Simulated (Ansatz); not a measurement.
`F[SiH]([SiH3])[SiH3]` + CH₃OH → `CO[SiH](F)[SiH3]` + SiH₄ at 600 K and 1 bar (cleavage of the Si–Si bond).

Program: Ansatz. Geometries: PBE0-D4/def2-TZVP. ΔE: electronic, gas phase. CCSD(T)/CBS adds triple-zeta CCSD(T) − MP2 to the extrapolated MP2 energy (def2 sets, frozen cores). This one scheme is used for every species. One conformer a species, not always the lowest.

```json
{"species": "`F[SiH]([SiH3])[SiH3]`", "CCSD(T)/CBS energy (Eh)": "-971.28016", "H − E (kJ/mol)": "232.3", "S (J/(mol·K))": "483.5"}
{"species": "CH₃OH", "CCSD(T)/CBS energy (Eh)": "-115.61712", "H − E (kJ/mol)": "163.6", "S (J/(mol·K))": "277.3"}
{"species": "`CO[SiH](F)[SiH3]`", "CCSD(T)/CBS energy (Eh)": "-795.47815", "H − E (kJ/mol)": "280.0", "S (J/(mol·K))": "488.3"}
{"species": "SiH₄", "CCSD(T)/CBS energy (Eh)": "-291.46306", "H − E (kJ/mol)": "108.7", "S (J/(mol·K))": "242.3"}
```

H − E and S are ideal-gas, rigid-rotor, harmonic terms from PBE0-D4/def2-TZVP, for one conformer and one mirror image of each species. 1 Eh = 2625.50 kJ/mol, R = 8.31446 J/(mol·K).

Task: By hand: ΔE, ΔH, ΔS and ΔG.

Result: ΔE = (-795.47815) + (-291.46306) − (-971.28016) − (-115.61712) = -0.04393 Eh = -115.3 kJ/mol. Δ(H − E) = 280.0 + 108.7 − 232.3 − 163.6 = -7.2, so ΔH = -122.5 kJ/mol. ΔS = 488.3 + 242.3 − 483.5 − 277.3 = -30.2 J/(mol·K). ΔG = -122.5 − 600 × (-30.2)/1000 = -104.4 kJ/mol.

Task: By hand: the equilibrium constant, and the temperature at which ΔG would vanish if ΔH and ΔS stayed fixed.

Result: log₁₀ K = −ΔG/(RT ln 10) = 9.1. ΔG = 0 at ΔH/ΔS = 4056 K, far beyond where these terms or the molecules hold.

ΔH outweighs TΔS. A doubt of 5 kJ/mol in ΔE shifts log₁₀ K by 0.4 here. Other conformers and mirror images would add mixing entropy, several J/(mol·K) or more a flexible species. These are equilibria of isolated gas molecules and say nothing of rates. Largest T1 diagnostic: 0.013 (customary marks: 0.02 for closed shells, 0.045 for open ones).
